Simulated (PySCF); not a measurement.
Choosing a molecule for a target property.

All species are isolated and taken at one optimised geometry, non-relativistic unless stated; the electronic structure was computed with PySCF and density fitting.

Dipoles, sizes and rotational constants follow the conformer. The torsions of the flexible species, by atom-mapped SMILES:
- `[CH3:1][C:2]([CH3:3])([CH3:4])[CH2:5][F:6]`: C1–C2–C5–F6 180°
- `[CH2:1]=[CH:2][O:3][SiH2:4][Cl:5]`: C1–C2–O3–Si4 19°, C2–O3–Si4–Cl5 -72°
- `[CH3:1][Si@H:2]([SiH3:3])[SiH2:4][SiH3:5]`: C1–Si2–Si4–Si5 -59°
- `[OH:1][B:2]([OH:3])[GeH2:4][Cl:5]`: O1–B2–Ge4–Cl5 65°, H–O1–B2–O3 1°, H–O3–B2–O1 -1°
- `[CH3:1][SiH2:2][SiH:3]([SiH3:4])[SiH3:5]`: C1–Si2–Si3–Si4 -59°
- `[CH3:1][Si:2]([Cl:3])([Cl:4])[Si:5]([Cl:6])([Cl:7])[Cl:8]`: C1–Si2–Si5–Cl6 -64°

Question: Wanted: static isotropic polarisability below 68 au (PBE0/def2-SVPD) and HOMO energy below -8.3 eV (PBE0/def2-SVPD), at PBE0-D3(BJ)/def2-SVP geometries. Which candidate meets both?
A. `[SiH3][SiH]([SiH2]C)[SiH3]`
B. `CC(C)(C)CF`
C. `C[Si](Cl)(Cl)[Si](Cl)(Cl)Cl`
D. `C[Si@H]([SiH3])[SiH2][SiH3]`
E. `C=CO[SiH2]Cl`
F. `O[B](O)[GeH2][Cl]`

Answer: B. Computed values:
```csv
species,static isotropic polarisability,HOMO energy
CC(C)(C)CF,64.0 au,-8.95 eV
C=CO[SiH2]Cl,66.9 au,-7.30 eV
O[B](O)[GeH2][Cl],68.8 au,-8.06 eV
C[Si](Cl)(Cl)[Si](Cl)(Cl)Cl,130.2 au,-8.52 eV
[SiH3][SiH]([SiH2]C)[SiH3],137.2 au,-7.75 eV
C[Si@H]([SiH3])[SiH2][SiH3],138.9 au,-7.49 eV
```

Question: Wanted: smallest rotational constant between 1.4 GHz and 2 GHz (PBE0-D3(BJ)/def2-SVP) and dipole moment below 3 D (PBE0/def2-SVPD), at PBE0-D3(BJ)/def2-SVP geometries. Which candidate meets both?
A. `O[B](O)[GeH2][Cl]`
B. `[SiH3][SiH]([SiH2]C)[SiH3]`
C. `C[Si@H]([SiH3])[SiH2][SiH3]`
D. `C[Si](Cl)(Cl)[Si](Cl)(Cl)Cl`
E. `CC(C)(C)CF`
F. `C=CO[SiH2]Cl`

Answer: F. Computed values:
| species | smallest rotational constant | dipole moment |
| --- | --- | --- |
| C[Si](Cl)(Cl)[Si](Cl)(Cl)Cl | 0.451 GHz | 2.07 D |
| C[Si@H]([SiH3])[SiH2][SiH3] | 0.691 GHz | 0.81 D |
| [SiH3][SiH]([SiH2]C)[SiH3] | 0.779 GHz | 0.99 D |
| O[B](O)[GeH2][Cl] | 1.250 GHz | 4.92 D |
| C=CO[SiH2]Cl | 1.617 GHz | 1.24 D |
| CC(C)(C)CF | 2.589 GHz | 1.74 D |

Question: Wanted: vertical ionisation energy between 9.3 eV and 10 eV (ΔSCF PBE0/def2-SVPD) and lowest singlet excitation above 6 eV (TDDFT PBE0/def2-SVPD), at PBE0-D3(BJ)/def2-SVP geometries. Which candidate meets both?
A. `O[B](O)[GeH2][Cl]`
B. `C=CO[SiH2]Cl`
C. `C[Si@H]([SiH3])[SiH2][SiH3]`
D. `CC(C)(C)CF`

Answer: B. Computed values:
```
                    species  vertical ionisation energy  lowest singlet excitation
C[Si@H]([SiH3])[SiH2][SiH3]                     9.08 eV                    6.10 eV
               C=CO[SiH2]Cl                     9.48 eV                    6.28 eV
          O[B](O)[GeH2][Cl]                    10.14 eV                    5.79 eV
                 CC(C)(C)CF                    10.97 eV                    8.45 eV
```

Question: Wanted: electronic spatial extent ⟨r²⟩ about the centre of nuclear charge below 700 bohr² (PBE0/def2-SVPD) and lowest triplet excitation (Tamm–Dancoff) above 7 eV (TDA PBE0/def2-SVPD), at PBE0-D3(BJ)/def2-SVP geometries. Which candidate meets both?
A. `C[Si@H]([SiH3])[SiH2][SiH3]`
B. `C[Si](Cl)(Cl)[Si](Cl)(Cl)Cl`
C. `C=CO[SiH2]Cl`
D. `O[B](O)[GeH2][Cl]`
E. `CC(C)(C)CF`
F. `[SiH3][SiH]([SiH2]C)[SiH3]`

Answer: E. Computed values:
| species | electronic spatial extent ⟨r²⟩ about the centre of nuclear charge | lowest triplet excitation (Tamm–Dancoff) |
| --- | --- | --- |
| CC(C)(C)CF | 632 bohr² | 8.26 eV |
| C=CO[SiH2]Cl | 739 bohr² | 4.28 eV |
| O[B](O)[GeH2][Cl] | 922 bohr² | 5.08 eV |
| [SiH3][SiH]([SiH2]C)[SiH3] | 1576 bohr² | 5.69 eV |
| C[Si@H]([SiH3])[SiH2][SiH3] | 1722 bohr² | 5.23 eV |
| C[Si](Cl)(Cl)[Si](Cl)(Cl)Cl | 2739 bohr² | 5.54 eV |
